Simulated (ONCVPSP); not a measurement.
# u(r) = r·R(r): atom against pseudo-atom (copper)

Columns: radius, all-electron u(r) and pseudo u(r) of the 3p shell (level -117.80 eV) of copper in the configuration [Ne] 3s2 3p6 3d8; PBE, scalar-relativistic, ONCV scheme, ONCVPSP 4.0.1.

| r (bohr) | all-electron | pseudo |
| --- | --- | --- |
| 0.050 | -0.3360 | 0.0203 |
| 0.100 | -0.6308 | 0.0801 |
| 0.150 | -0.6250 | 0.1764 |
| 0.200 | -0.3988 | 0.3037 |
| 0.250 | -0.0694 | 0.4540 |
| 0.300 | 0.2758 | 0.6168 |
| 0.350 | 0.5865 | 0.7797 |
| 0.400 | 0.8385 | 0.9304 |
| 0.450 | 1.0270 | 1.0586 |
| 0.500 | 1.1534 | 1.1557 |
| 0.550 | 1.2266 | 1.2187 |
| 0.600 | 1.2564 | 1.2478 |
| 0.650 | 1.2517 | 1.2457 |
| 0.700 | 1.2216 | 1.2185 |
| 0.750 | 1.1735 | 1.1721 |
| 0.800 | 1.1133 | 1.1128 |
| 0.850 | 1.0455 | 1.0453 |
| 0.900 | 0.9739 | 0.9737 |
| 0.950 | 0.9011 | 0.9009 |
| 1.000 | 0.8291 | 0.8289 |
| 1.050 | 0.7592 | 0.7590 |
| 1.100 | 0.6923 | 0.6922 |
| 1.150 | 0.6292 | 0.6290 |
| 1.200 | 0.5700 | 0.5699 |
| 1.250 | 0.5150 | 0.5149 |
| 1.300 | 0.4643 | 0.4642 |

Question: How many radial nodes do the two functions have?

Answer: The all-electron 3p function has n − l − 1 = 1; the pseudo-wave has 0, since the states of the same l below it are removed with the core.

Question: At about which radius was the pseudo-wave matched?

Answer: 0.90 bohr. The columns agree to 0.0005 from 0.80 bohr on; several derivatives are matched, so the curves merge somewhat inside the radius.

Question: Is the pseudo-wave norm-conserving?

Answer: Yes: the ONCV scheme keeps the norm inside the radius equal to the all-electron one, which fixes the energy derivative of the logarithmic derivative at the level.
